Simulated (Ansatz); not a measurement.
Mulliken charges of `N#[C][Ge]([Cl])([Cl])[Cl]` from r2SCAN/def2-TZVPP in Ansatz (PBE0-D4/def2-TZVP geometry).

| atom | x (Å) | y (Å) | z (Å) | charge (e) |
| --- | --- | --- | --- | --- |
| N1 | 1.715 | -1.546 | 1.138 | -0.052 |
| C2 | 0.950 | -0.857 | 0.625 | -0.089 |
| Ge3 | -0.321 | 0.284 | -0.228 | 0.781 |
| Cl4 | -1.860 | -0.912 | -1.037 | -0.213 |
| Cl5 | 0.661 | 1.354 | -1.759 | -0.213 |
| Cl6 | -1.103 | 1.613 | 1.214 | -0.213 |

Problem. By hand: the dipole of these point charges (1 e Å = 4.8032 D).

Solution. Σ q r = (0.066, -0.059, 0.044) e Å, of length 0.099 e Å = 0.48 D.

Problem. How does the dipole of the full density compare? (An estimate is asked.)

Solution. Ansatz gave: (-0.300, 0.270, -0.201) e Å, 2.17 D; the point charges give 0.22 times that, at 180° from its direction, so they point the opposite way.

Point charges leave out the atoms' own dipoles, such as those of lone pairs, and Mulliken's split depends on the basis, so the two needn't agree.
